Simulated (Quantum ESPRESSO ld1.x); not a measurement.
Charge is removed step by step from the 5s1/2 level of neutral strontium, starting from [Kr] 5s2. Method: Dirac Kohn-Sham, PW91, spin-unpolarised, spherical densities, point nucleus; computed with ld1.x of Quantum ESPRESSO 7.5.

removed (e)  E - E(0) (eV)  eigenvalue (eV)  E minus straight line (eV)
0                    0.000           -3.558                       0.000
0.1                  0.378           -4.012                      -0.213
0.2                  0.803           -4.473                      -0.381
0.3                  1.273           -4.941                      -0.502
0.4                  1.791           -5.415                      -0.576
0.5                  2.356           -5.895                      -0.602
0.6                  2.970           -6.381                      -0.580
0.7                  3.633           -6.871                      -0.510
0.8                  4.345           -7.366                      -0.390
0.9                  5.106           -7.865                      -0.220
1                    5.918           -8.368                       0.000

Removing the whole electron costs 5.918 eV by Delta-SCF, against 3.558 eV from minus the eigenvalue at the starting occupation. Slater's transition state (half an electron removed) gives 5.895 eV. Integrating minus the eigenvalue over the occupation (Janak's theorem) gives 5.918 eV. The mean slope of the eigenvalue, de/dn, is 4.81 eV per electron. Ionisation energy of Sr in the NIST Atomic Spectra Database: 5.695 eV (measured).

Beside tabulated values, note that spin-unpolarised runs miss the spin-polarisation part of the exchange energy of open shells.
